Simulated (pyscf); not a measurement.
## HO–Ge•(F)–F, doublet

Gas-phase minimum from PySCF at ωB97X-D3(BJ)/def2-SVP, one conformer. Other isomers of HO–Ge•(F)–F were not searched in full and may lie lower. 

```
Ge
F 1 1.7312
F 1 1.7414 2 106.19
O 1 1.7662 2 104.54 3 114.75
H 4 0.9667 1 113.53 2 -165.60
```
Charge 0, spin multiplicity 2.

Properties at ωB97X-D3(BJ)/def2-SVP:

| Item | Value |
|---|---|
| Harmonic wavenumbers, unscaled | 126, 215, 247, 270, 697, 728, 734, 856, 3884 cm⁻¹ |
| Zero-point energy | 11.1 kcal/mol |
| Rotational symmetry number | 1 |
| Entropy of this conformer at 298 K and 1 atm, rigid rotor and harmonic oscillator, modes under 100 cm⁻¹ raised to 100 | 320.5 J/(mol K) |
| Dipole moment | 2.97 D |
| Spin expectation value S2 | 0.754 |

Single-point totals, which compare only within one level (frozen core for MP2 and CC):

```json
[
 {"level": "ωB97X-D3(BJ)/def2-TZVP", "total energy (hartree)": "-2352.67387"},
 {"level": "PBE/def2-TZVP", "total energy (hartree)": "-2352.13288"},
 {"level": "r²SCAN/def2-TZVP", "total energy (hartree)": "-2352.58741"},
 {"level": "B3LYP-D3(BJ)/def2-TZVP", "total energy (hartree)": "-2352.75825"},
 {"level": "PBE0-D3(BJ)/def2-TZVP", "total energy (hartree)": "-2352.17865"},
 {"level": "M06-2X/def2-TZVP", "total energy (hartree)": "-2352.62889"},
 {"level": "ωB97M-D3(BJ)/def2-TZVP", "total energy (hartree)": "-2352.77651"},
 {"level": "UHF/def2-TZVPP", "total energy (hartree)": "-2349.89490"},
 {"level": "MP2/def2-TZVPP", "total energy (hartree)": "-2350.86293"},
 {"level": "CCSD/def2-TZVPP", "total energy (hartree)": "-2350.85798"},
 {"level": "CCSD(T)/def2-TZVPP", "total energy (hartree)": "-2350.89013"}
]
```

Soft torsions are taken as harmonic, which can shift the entropy by several J/(mol K). The CCSD(T) − MP2 part came from Ansatz, without density fitting, on the same reference. The frozen core leaves the outer d or s,p core shells of the metals and heavy elements correlated in the MP2 and CC values, and def2-TZVPP describes them poorly, so these totals are far from the basis limit. Elements up to Kr have no core potential and no relativistic terms here.
